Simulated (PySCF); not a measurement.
# UHF on Sm (samarium, neutral)

Configuration: [Xe] 4f5 5d1 6s2, one real determinant (an excited configuration). Calculation: PySCF 2.14, in x2c-TZVPPall; scalar relativity by spin-free X2C-1e.

| Property | Result |
| --- | --- |
| Total energy | -10422.690333 hartree |
| One-electron energy | -14235.2385 hartree |
| Hartree (Coulomb) energy | 4047.4025 hartree |
| Exchange energy | -234.8544 hartree |
| ⟨S²⟩ | 12.2652 |
| ⟨L²⟩ | 30.880 |
| Sum of ⟨r⟩ | 44.92 bohr |
| Sum of ⟨r²⟩ | 88.66 bohr² |
| Traceless quadrupole moment −½Σ⟨3z² − r²⟩ along its main axis | 0.258 e·bohr² |
| Langevin diamagnetic susceptibility | -70.2 ×10⁻⁶ cm³/mol |

```json
{"shell": "1s α", "electrons": "1", "mean orbital energy (eV)": "-47069.0", "spread (eV)": "0", "rms radius, mean of both spins (bohr)": "0.0259"}
{"shell": "1s β", "electrons": "1", "mean orbital energy (eV)": "-47069.0", "spread (eV)": "0", "rms radius, mean of both spins (bohr)": "0.0259"}
{"shell": "2s α", "electrons": "1", "mean orbital energy (eV)": "-7813.9", "spread (eV)": "0", "rms radius, mean of both spins (bohr)": "0.105"}
{"shell": "2s β", "electrons": "1", "mean orbital energy (eV)": "-7813.8", "spread (eV)": "0", "rms radius, mean of both spins (bohr)": "0.105"}
{"shell": "2p α", "electrons": "3", "mean orbital energy (eV)": "-6974.1", "spread (eV)": "0.054", "rms radius, mean of both spins (bohr)": "0.0941"}
{"shell": "2p β", "electrons": "3", "mean orbital energy (eV)": "-6974.0", "spread (eV)": "0.106", "rms radius, mean of both spins (bohr)": "0.0941"}
{"shell": "3s α", "electrons": "1", "mean orbital energy (eV)": "-1768.6", "spread (eV)": "0", "rms radius, mean of both spins (bohr)": "0.271"}
{"shell": "3s β", "electrons": "1", "mean orbital energy (eV)": "-1765.7", "spread (eV)": "0", "rms radius, mean of both spins (bohr)": "0.271"}
{"shell": "3p α", "electrons": "3", "mean orbital energy (eV)": "-1499.7", "spread (eV)": "0.270", "rms radius, mean of both spins (bohr)": "0.272"}
{"shell": "3p β", "electrons": "3", "mean orbital energy (eV)": "-1496.4", "spread (eV)": "0.397", "rms radius, mean of both spins (bohr)": "0.272"}
{"shell": "3d α", "electrons": "5", "mean orbital energy (eV)": "-1130.2", "spread (eV)": "0.980", "rms radius, mean of both spins (bohr)": "0.250"}
{"shell": "3d β", "electrons": "5", "mean orbital energy (eV)": "-1126.6", "spread (eV)": "0.542", "rms radius, mean of both spins (bohr)": "0.250"}
{"shell": "4s α", "electrons": "1", "mean orbital energy (eV)": "-382.97", "spread (eV)": "0", "rms radius, mean of both spins (bohr)": "0.614"}
{"shell": "4s β", "electrons": "1", "mean orbital energy (eV)": "-374.77", "spread (eV)": "0", "rms radius, mean of both spins (bohr)": "0.614"}
{"shell": "4p α", "electrons": "3", "mean orbital energy (eV)": "-291.89", "spread (eV)": "0.244", "rms radius, mean of both spins (bohr)": "0.652"}
{"shell": "4p β", "electrons": "3", "mean orbital energy (eV)": "-282.76", "spread (eV)": "0.677", "rms radius, mean of both spins (bohr)": "0.652"}
{"shell": "4d α", "electrons": "5", "mean orbital energy (eV)": "-160.47", "spread (eV)": "3.367", "rms radius, mean of both spins (bohr)": "0.721"}
{"shell": "4d β", "electrons": "5", "mean orbital energy (eV)": "-148.52", "spread (eV)": "1.463", "rms radius, mean of both spins (bohr)": "0.721"}
{"shell": "5s α", "electrons": "1", "mean orbital energy (eV)": "-59.178", "spread (eV)": "0", "rms radius, mean of both spins (bohr)": "1.50"}
{"shell": "5s β", "electrons": "1", "mean orbital energy (eV)": "-55.437", "spread (eV)": "0", "rms radius, mean of both spins (bohr)": "1.50"}
{"shell": "5p α", "electrons": "3", "mean orbital energy (eV)": "-33.877", "spread (eV)": "0.633", "rms radius, mean of both spins (bohr)": "1.74"}
{"shell": "5p β", "electrons": "3", "mean orbital energy (eV)": "-30.446", "spread (eV)": "1.034", "rms radius, mean of both spins (bohr)": "1.74"}
{"shell": "4f α", "electrons": "5", "mean orbital energy (eV)": "-20.480", "spread (eV)": "2.387", "rms radius, mean of both spins (bohr)": "0.989"}
{"shell": "5d α", "electrons": "1", "mean orbital energy (eV)": "-6.883", "spread (eV)": "0", "rms radius, mean of both spins (bohr)": "2.91"}
{"shell": "6s α", "electrons": "1", "mean orbital energy (eV)": "-5.581", "spread (eV)": "0", "rms radius, mean of both spins (bohr)": "4.62"}
{"shell": "6s β", "electrons": "1", "mean orbital energy (eV)": "-5.049", "spread (eV)": "0", "rms radius, mean of both spins (bohr)": "4.62"}
```

⟨L²⟩ = 30.88 against 56 for a pure K term, so this real determinant mixes terms. Spin-orbit coupling, absent here, splits the open shell strongly. ⟨S²⟩ = 12.27 against 12.00 shows spin contamination.

Densities and radii are taken from the X2C orbitals without a picture-change correction, which distorts them close to the nucleus.

Spin-orbit constants ζ (cm⁻¹) from the X2C one-electron operator on these orbitals: bare nucleus, nucleus screened by l(l+1)(2l+1)/3 electrons, and screened by the Breit-Pauli mean field of the electrons.

| shell | bare | screened nucleus | mean field |
| --- | --- | --- | --- |
| 2p | 3139000 | 3038000 | n/a |
| 3p | 642100 | 621400 | n/a |
| 3d | 99960 | 83840 | n/a |
| 4p | 139000 | 134500 | n/a |
| 4d | 18150 | 15220 | n/a |
| 4f | 2518 | 1381 | n/a |
| 5p | 18310 | 17720 | n/a |
| 5d | 1019 | 854.4 | n/a |

To first order the Landé constant is A = 205.1 cm⁻¹, so the lowest level has J = 4 and lies 0.610 eV below the centre of the term. This holds in LS coupling only.
